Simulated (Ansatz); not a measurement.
ZrAg₄⁺. The state is a doublet with charge 1. Geometry r2SCAN-D4/def2-SVP, basis def2-TZVP, Ansatz.

Cartesian coordinates in Å:
```
Zr 0.170 -1.011 -0.512
Ag 1.341 1.242 -1.674
Ag -2.397 -0.644 -1.027
Ag 0.767 1.317 0.937
Ag 0.119 -0.903 2.276
```

```json
{"run": "A", "HOMO (eV)": "-8.55", "LUMO (eV)": "-8.03"}
{"run": "B", "HOMO (eV)": "-9.03", "LUMO (eV)": "-7.27"}
{"run": "C", "HOMO (eV)": "-8.45", "LUMO (eV)": "-7.88"}
{"run": "D", "HOMO (eV)": "-11.10", "LUMO (eV)": "-4.54"}
{"run": "E", "HOMO (eV)": "-8.72", "LUMO (eV)": "-7.74"}
{"run": "F", "HOMO (eV)": "-9.39", "LUMO (eV)": "-6.88"}
```

In the def2 sets Ag, Zr take a core potential; there is no spin–orbit coupling. LC-ωPBE has ω = 0.4 bohr⁻¹. HSE06 is defined as in plane-wave codes, on full-range PBE exchange. Another isomer (doublet) lies 0.23 eV lower at PBE0-D4/def2-TZVP; other spin states weren't run for this one.

HOMO and LUMO are taken over both spins.

The runs used HSE06, LC-ωPBE, PBE, PBE0, r2SCAN, revPBE. Estimate which is which.

A PBE (0 % exact exchange); B HSE06 (range-separated); C revPBE (0 % exact exchange); D LC-ωPBE (range-separated); E r2SCAN (0 % exact exchange); F PBE0 (25 % exact exchange). Exact exchange lowers occupied and raises empty levels; among semilocal functionals meta-GGAs tend to open the gap a little, and such runs are hard to tell apart. The gap grows from 0.52 eV (PBE) to 6.56 eV (LC-ωPBE).
